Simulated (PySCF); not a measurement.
B3LYP has the VWN-RPA correlation part, as in Gaussian. Excitations are Tamm–Dancoff values on a coarser integration grid. The basis has no diffuse functions, so Rydberg states are missing or too high.

Z-matrix (Å, degrees):
```
C
H 1 1.0942
H 1 1.0956 2 106.85
C 1 1.4975 2 109.60 3 117.86
C 4 1.3266 1 125.49 2 2.91
H 5 1.0827 4 121.83 1 179.84
H 5 1.0845 6 116.78 4 -179.81
H 4 1.0882 5 118.97 6 0.57
C 1 1.5367 2 109.64 3 -117.32
H 9 1.0935 1 108.60 2 64.60
H 9 1.0950 10 106.30 1 -117.19
C 9 1.5258 10 109.64 11 -118.48
H 12 1.0911 9 111.25 10 178.75
H 12 1.0915 13 108.08 9 122.34
H 12 1.0930 13 107.46 14 116.10
```
Charge 0, multiplicity 1.

Question: Predict the S1 excitation (TDA), total energy, HOMO–LUMO gap, LUMO and brightest of the four lowest singlets (TDA) from B3LYP-D3(BJ)/def2-TZVP (PySCF).

Answer: 
```
Item                                                Value
-------------------------------------------  ------------
S1 excitation (TDA)                               7.30 eV
total energy                                 -196.6314 Ha
HOMO–LUMO gap                                     7.24 eV
LUMO                                              0.11 eV
brightest of the four lowest singlets (TDA)       7.67 eV
```
